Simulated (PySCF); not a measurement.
Pb(Br)(OH) (BrHOPb), SMILES [Br][Pb][OH] (connectivity only; charge and spin as stated), neutral, multiplicity 1.

Geometry: B3LYP-D3(BJ)/def2-TZVP. The def2 effective core potentials stand for the cores of Pb; spin–orbit coupling is left out. The values are those of a single conformer.

Computed with TDA-PBE0/def2-SVPD run with PySCF.

Vertical excitations. The molecule is in vacuum. State labels are in the subgroup Cs.

### Question
List the lowest excited states. (The exact figures need the calculation; the answer reports its results.)

### Answer

| state | symmetry | energy (eV) | λ (nm) | f | main pairs |
|---|---|---|---|---|---|
| S1 | A" | 3.69 | 336 | 0.010 | HOMO→LUMO 99 % |
| S2 | A" | 4.05 | 306 | 0.012 | HOMO−2→LUMO 99 % |
| S3 | A' | 4.27 | 290 | 0.019 | HOMO−1→LUMO 91 % |
| S4 | A' | 5.08 | 244 | 0.004 | HOMO−3→LUMO 82 % |
| S5 | A" | 5.17 | 240 | 0.000 | HOMO−4→LUMO 99 % |
| S6 | A' | 5.39 | 230 | 0.031 | HOMO→LUMO+1 72 %, HOMO−2→LUMO+1 22 % |
| S7 | A" | 5.54 | 224 | 0.008 | HOMO−1→LUMO+1 98 % |
| S8 | A' | 5.90 | 210 | 0.146 | HOMO−2→LUMO+1 53 %, HOMO→LUMO+2 28 % |
| S9 | A" | 6.09 | 203 | 0.004 | HOMO−1→LUMO+2 84 % |
| S10 | A' | 6.31 | 196 | 0.201 | HOMO→LUMO+2 52 %, HOMO−2→LUMO+1 13 %, HOMO→LUMO+1 8 % |
| T1 | A" | 3.18 | 389 | 0 | HOMO→LUMO 77 %, HOMO−2→LUMO 21 % |
| T2 | A' | 3.70 | 335 | 0 | HOMO−1→LUMO 97 % |
| T3 | A" | 3.82 | 325 | 0 | HOMO−2→LUMO 78 %, HOMO→LUMO 22 % |
| T4 | A' | 4.15 | 299 | 0 | HOMO−3→LUMO 96 % |
Triplets are in the Tamm–Dancoff approximation.
